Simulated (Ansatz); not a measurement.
Consider the substitution at a C–N bond: `CN=C(F)F` + `CO[SiH2][SeH]` → `CO[SiH2][Se]C` + `N=C(F)F`.

Calculated with Ansatz (gas phase, PBE0-D4/def2-TZVP geometries, no zero-point term in ΔE). CBS: MP2 limit from def2 TZ/QZ plus the TZ coupled-cluster correction, frozen cores. Functionals use def2-TZVPP. B3LYP here is the variant with VWN-RPA as its local correlation; programs differ in this. For Se outer-core shells are correlated without core-valence functions, which leaves a few kJ/mol of doubt a bond. Scalar relativity is left out up to krypton. One conformer a species, not always the lowest.

`CN=C(F)F`:

Z-matrix (Å, degrees):
```
C
N 1 1.442
H 1 1.092 2 108.7
H 1 1.092 2 108.6 3 -116.2
H 1 1.093 2 114.3 3 121.9
C 2 1.231 1 120.9 3 -121.2
F 6 1.309 2 123.5 1 180.0
F 6 1.324 2 128.3 1 -0.0
```

`CO[SiH2][SeH]`:

```xyz
10

C    -1.127   -0.918   -0.880
O    -0.708    0.203   -0.132
Si    0.872    0.518    0.171
Se    1.047    2.203    1.669
H    -0.870   -0.808   -1.939
H    -0.677   -1.845   -0.505
H    -2.211   -0.998   -0.792
H     1.524   -0.720    0.675
H     1.580    1.003   -1.042
H     0.570    1.362    2.775
```

`CO[SiH2][Se]C`:

Cartesian coordinates in Å:
```
C -0.350 1.896 -0.449
O -1.014 0.951 -1.256
Si -1.022 -0.656 -0.934
Se 1.030 -1.598 -0.720
C 1.282 -1.254 1.193
H -0.557 2.890 -0.848
H 0.733 1.732 -0.462
H -0.702 1.858 0.589
H -1.725 -0.909 0.355
H -1.695 -1.287 -2.089
H 2.072 -1.925 1.527
H 0.364 -1.476 1.733
H 1.584 -0.223 1.360
```

`N=C(F)F`:

Z-matrix (Å, degrees):
```
C
N 1 1.236
F 1 1.320 2 128.2
F 1 1.304 2 123.4 3 180.0
H 2 1.014 1 111.7 3 0.0
```

```json
{"level": "PBE-D4", "ΔE (kJ/mol)": "-26.2", "difference from CCSD(T)/CBS": "0.4"}
{"level": "r2SCAN-D4", "ΔE (kJ/mol)": "-24.7", "difference from CCSD(T)/CBS": "1.9"}
{"level": "PBE0-D4", "ΔE (kJ/mol)": "-24.7", "difference from CCSD(T)/CBS": "1.9"}
{"level": "B3LYP-D4", "ΔE (kJ/mol)": "-24.6", "difference from CCSD(T)/CBS": "2.0"}
{"level": "ωB97M-V", "ΔE (kJ/mol)": "-25.2", "difference from CCSD(T)/CBS": "1.4"}
{"level": "PBE", "ΔE (kJ/mol)": "-21.9", "difference from CCSD(T)/CBS": "4.7"}
{"level": "r2SCAN", "ΔE (kJ/mol)": "-23.5", "difference from CCSD(T)/CBS": "3.1"}
{"level": "B3LYP", "ΔE (kJ/mol)": "-17.8", "difference from CCSD(T)/CBS": "8.8"}
{"level": "HF/def2-TZVPP", "ΔE (kJ/mol)": "-14.5", "difference from CCSD(T)/CBS": "12.1"}
{"level": "SCS-MP2/def2-TZVPP", "ΔE (kJ/mol)": "-27.2", "difference from CCSD(T)/CBS": "-0.6"}
{"level": "CCSD/def2-TZVPP", "ΔE (kJ/mol)": "-24.4", "difference from CCSD(T)/CBS": "2.2"}
{"level": "HF/def2-QZVPP", "ΔE (kJ/mol)": "-14.1", "difference from CCSD(T)/CBS": "12.5"}
{"level": "MP2/def2-QZVPP", "ΔE (kJ/mol)": "-30.8", "difference from CCSD(T)/CBS": "-4.2"}
{"level": "HF/CBS(def2)", "ΔE (kJ/mol)": "-14.1", "difference from CCSD(T)/CBS": "12.5"}
{"level": "MP2/CBS(def2)", "ΔE (kJ/mol)": "-30.9", "difference from CCSD(T)/CBS": "-4.3"}
{"level": "CCSD/CBS(def2)", "ΔE (kJ/mol)": "-24.4", "difference from CCSD(T)/CBS": "2.2"}
{"level": "CCSD(T)/CBS", "ΔE (kJ/mol)": "-26.6", "difference from CCSD(T)/CBS": "0"}
```

Largest T1 diagnostic among the species: 0.013.

The D4 term adds −6.8 kJ/mol with B3LYP and −3.9 kJ/mol with PBE0; it sums over pairs of atoms, weighted by their polarisabilities, and B3LYP, whose exchange is more repulsive, gets the larger term. In def2-TZVPP, CCSD(T) changes the Hartree–Fock value by −12.2 kJ/mol (the triples alone add −2.3 kJ/mol) and MP2 by −16.5 kJ/mol.
